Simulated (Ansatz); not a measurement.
A single point on C₂H₆GaO, SMILES `C[CH2][Ga][OH]` radical.

```yaml
crystal:
  periodic: [false, false, false]
  atoms:
    - {symbol: C, position_ang: [-1.116564, 0.416785, -0.000964]}
    - {symbol: C, position_ang: [-0.254800, -0.484350, 0.869401]}
    - {symbol: Ga, position_ang: [1.540286, -0.854925, 0.021959]}
    - {symbol: O, position_ang: [1.889400, 0.279830, -1.343376]}
    - {symbol: H, position_ang: [-1.354911, -0.051139, -0.958594]}
    - {symbol: H, position_ang: [-2.065260, 0.649340, 0.495099]}
    - {symbol: H, position_ang: [-0.617294, 1.361170, -0.225146]}
    - {symbol: H, position_ang: [-0.729286, -1.446671, 1.075488]}
    - {symbol: H, position_ang: [-0.029975, -0.027462, 1.838534]}
    - {symbol: H, position_ang: [2.738404, 0.157434, -1.772421]}
basis:
  gaussian: {orbitals: def2-TZVPP}
magnetization: {spin_polarized: true, initial_magnetization: 1}
hamiltonian: {xc: pbe}
correlation: {method: rpa}
```

```sh
$ ansatz run in.yaml --threads 4 --pin off --events-out ev --progress --plain --max-ram 10444MiB
```

It prints (some lines left out):

```
Functional definition: PBE
1355 factors; integrals over basis functions are off by at most 1.0e-3 eV
mean field evaluation 1: about -56563.2205 eV, gradient 7.5e1 eV
mean field evaluation 2: about -56563.2149 eV, gradient 7.5e1 eV
mean field evaluation 4: about -56579.0217 eV, gradient 3.7e1 eV
mean field evaluation 8: about -56585.5424 eV, gradient 1.0e0 eV
mean field evaluation 16: about -56585.5456 eV, gradient 5.1e-4 eV
mean field -56585.54555320 eV, -2079.4804440198 hartree, gradient 4.9e-6 eV, S^2 0.752316; 0 other end points of the search recorded, 0 dependent functions left out
12 core orbitals not correlated: weight in the atoms' cores, before any rotation towards them, 1.000 or more for the frozen orbitals, at most 0.000 for the correlated occupied ones
reference -56527.43515685 eV, -2077.3449263424 hartree; 17, 16 occupied and 196, 197 virtual orbitals, 1355 factors
Total energy: -56562.75474100 eV, -2078.6428971195 hartree
```

It took 7 s on 4 threads of an Arm Neoverse V2 on a shared host, with 0.7 GiB of host memory at the peak.
